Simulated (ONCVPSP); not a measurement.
**Which change was made? (Sb, ONCV)**

| Property | Result |
| --- | --- |
| Element | antimony |
| Generator | ONCVPSP 4.0.1 |
| Type | optimised norm-conserving Vanderbilt (ONCV) |
| Functional | PBE |
| Relativity | scalar-relativistic |
| Frozen core | [Ar] 3d10 |
| Valence charge | 23 |
| Reference configuration | 4s2 4p6 4d10 5s2 5p2 (charge +1) |
| Partial waves | 4s+5s: rc 1.05 bohr, ncon 5, nbas 9, qcut 9.9 1/bohr, 2 projectors; 4p+5p: rc 1.25 bohr, ncon 4, nbas 7, qcut 14.1 1/bohr, 2 projectors; 4d: rc 1.00 bohr, ncon 4, nbas 7, qcut 8.7 1/bohr, 2 projectors, debl 0.8 Ha |
| Local potential | polynomial inside 0.75 bohr (lpopt 5, dvloc0 0 Ha) |
| Core correction | none |

In the d channel the program set the typed energies aside and used -1.544, 0.250 Ha.

Cutoffs, loose and tight: the cutoffs (Ha) at which the residual kinetic energy of the hardest occupied pseudo-wave falls to 1 and 0.1 mHa per electron. They do not see the model core or the augmentation charge, which bear on the density cutoff. Test errors are all-electron minus pseudo excitation energies from the reference, over the configurations 4s2 4p6 4d10 5s2 5p3; 4s2 4p6 4d10 5s2 5p1; 4s2 4p6 4d10 5s2 5p0; 4s2 4p5 4d10 5s2 5p3; variants that change the core or the reference have their own tests.

The base gives: outcome: generated, projector energies reset by the program; cutoff, loose: 82 Ha; cutoff, tight: 182 Ha; bound ghosts: none; GHOST(+) flags above zero: s; largest test error (meV): -77.

After one change the result is: outcome: generated, projector energies reset by the program; cutoff, loose: 68 Ha; cutoff, tight: 182 Ha; bound ghosts: none; GHOST(+) flags above zero: s; largest test error (meV): -82. Which change was it?
A. reference 4s2 4p6 4d10 5s2 5p2.75
B. s: qcut 6.3
C. d: qcut 5.4
D. d: rc 1.14

D. The others give: s: qcut 6.3 → outcome: generated, projector energies reset by the program; cutoff, loose: 201 Ha; cutoff, tight: 224 Ha; bound ghosts: none; GHOST(+) flags above zero: s; largest test error (meV): -74 | reference 4s2 4p6 4d10 5s2 5p2.75 → outcome: generated, projector energies reset by the program; cutoff, loose: 82 Ha; cutoff, tight: 182 Ha; bound ghosts: none; GHOST(+) flags above zero: s; largest test error (meV): -19 | d: qcut 5.4 → outcome: generated, projector energies reset by the program; cutoff, loose: 164 Ha; cutoff, tight: 188 Ha; bound ghosts: d; GHOST(+) flags above zero: s; largest test error (meV): -84.
